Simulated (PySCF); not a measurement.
## Electronic structure of Xe(2+) (xenon, charge +2) at the UHF level

Configuration: [Kr] 4d10 5s2 5p4, high-spin 3P determinant. All numbers are calculated (PySCF 2.14, the spin-free X2C one-electron Hamiltonian (Gaussian nucleus), in x2c-QZVPPall with one added diffuse shell each of s, p, d, f type (14s10p8d5f1g, 128 functions)).

| Quantity | Value |
| --- | --- |
| Total energy | -7442.404952 hartree |
| One-electron energy | -10154.9291 hartree |
| Hartree (Coulomb) energy | 2897.9212 hartree |
| Exchange energy | -185.3970 hartree |
| ⟨S²⟩ | 2.0101 |
| ⟨L²⟩ | 2.043 |
| Sum of ⟨r⟩ | 32.90 bohr |
| Sum of ⟨r²⟩ | 43.20 bohr² |
| Traceless quadrupole moment −½Σ⟨3z² − r²⟩ along its main axis | -1.85 e·bohr² |
| Langevin diamagnetic susceptibility | -34.2 ×10⁻⁶ cm³/mol |

```csv
shell,electrons,mean orbital energy (hartree),spread (hartree),"rms radius, mean of both spins (bohr)"
1s α,1,-1276.95946,0,0.0305
1s β,1,-1276.95281,0,0.0305
2s α,1,-203.13948,0,0.124
2s β,1,-203.13655,0,0.124
2p α,3,-182.24216,0.00500,0.111
2p β,3,-182.23576,0.00200,0.111
3s α,1,-43.78419,0,0.326
3s β,1,-43.77674,0,0.326
3p α,3,-36.85477,0.01275,0.326
3p β,3,-36.84417,0.00021,0.326
3d α,5,-26.52280,0.01088,0.304
3d β,5,-26.51832,0.00671,0.304
4s α,1,-9.21989,0,0.761
4s β,1,-9.20039,0,0.761
4p α,3,-6.92360,0.02754,0.815
4p β,3,-6.90132,0.00057,0.815
4d α,5,-3.45302,0.02953,0.942
4d β,5,-3.43791,0.01545,0.942
5s α,1,-1.78999,0,1.93
5s β,1,-1.58266,0,1.93
5p α,3,-1.18940,0.06781,2.23
5p β,1,-1.10503,0,2.23
```

Densities and radii are taken from the X2C orbitals without a picture-change correction, which distorts them close to the nucleus.

Spin-orbit constants ζ (cm⁻¹) from the X2C one-electron operator on these orbitals: bare nucleus, nucleus screened by l(l+1)(2l+1)/3 electrons, and screened by the Breit-Pauli mean field of the electrons.

```tsv
shell	bare	screened nucleus	mean field
2p	1722000	1658000	n/a
3p	331700	319400	n/a
3d	50690	41300	n/a
4p	63470	61120	n/a
4d	7484	6098	n/a
5p	7523	7245	n/a
```

To first order the Landé constant is A = -3622 cm⁻¹, so the lowest level has J = 2 and lies 0.449 eV below the centre of the term. This holds in LS coupling only.
